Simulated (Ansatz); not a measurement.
The same path of ClGaH2 (4 atoms, charge 0, multiplicity 1) was run twice with different band settings. Lost on the way: Ga1–Cl2, Ga1–H3. Made: Cl2–H3.

Computed with RKS PBE-D4/def2-SVP in Ansatz 0.2.0.

Relaxed end points:

```xyz
4
Properties=species:S:1:pos:R:3
Ga 0.454 0.000 0.074
Cl 0.821 0.000 2.214
H 1.743 0.000 -0.820
H -1.060 0.000 -0.337
```

```xyz
4
Properties=species:S:1:pos:R:3
Ga 0.087 0.000 -0.864
Cl 1.572 0.000 1.857
H 1.824 0.000 0.542
H -1.525 0.000 -0.404
```

Common settings: movable images 5; climbing image yes; spring 5.0 eV/Å²; optimiser quadratic models (default); force threshold 0.05 eV/Å; iteration limit 60; end points relaxed.

| run | start path |
| --- | --- |
| 1 | through a guess of the saddle point |
| 2 | straight line |

Question: What does each run give, and how far can it be trusted?

Answer: Run 1: converged after 7 iterations, highest image 2.041 eV above the first end. A vibrational analysis at the climbing image gives one clearly imaginary mode, 713i cm⁻¹: a first-order saddle point.
Run 2: converged after 6 iterations, highest image 2.041 eV above the first end. Another band between the same ends (5 images) ends at a top of the same energy, where a vibrational analysis finds 1 clearly imaginary mode.
The orbitals stay closed-shell, which can raise the energy where a bond breaks towards radicals; this wasn't checked here.
